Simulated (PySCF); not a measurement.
A small calculation by hand: dipole moment from atomic charges

Al(Cl)(SeH)2 (AlClH2Se2), SMILES [Al]([SeH])([SeH])[Cl]. Atoms are numbered in the order given.

```xyz
6

Al     0.0000     0.0000     0.4074
Cl     0.0000     0.0000     2.5124
Se     0.0000     2.0588    -0.6475
H      0.0000     1.4437    -1.9901
Se     0.0000    -2.0588    -0.6475
H      0.0000    -1.4437    -1.9901
```

Geometry optimised at B3LYP-D3(BJ)/def2-SVP. The structure was generated by enumeration; whether it is a known compound was not checked. Other conformers were not sampled.

Charges (e) from PBE/def2-TZVP (PySCF):

| atom | Mulliken | ESP fit |
|---|---|---|
| Al1 | 0.408 | 0.283 |
| Cl2 | -0.216 | -0.113 |
| Se3 | -0.219 | -0.206 |
| H4 | 0.124 | 0.121 |
| Se5 | -0.219 | -0.206 |
| H6 | 0.124 | 0.121 |

The dipole moment of the full density is 1.81 D.

### Question
What dipole moment does each set of point charges give, and which comes closer to that of the density?

### Answer

μ = Σ q r, and 1 e Å = 4.8032 D.
Mulliken: Σ q r = (0.000, 0.000, -0.586) e Å, |μ| = 2.82 D.
ESP fit: Σ q r = (0.000, 0.000, -0.383) e Å, |μ| = 1.84 D.
ESP fit comes closer in size. Point charges leave out the atoms' own dipoles (lone pairs, polarised bonds); fits to the potential absorb them, partitions of the density don't.
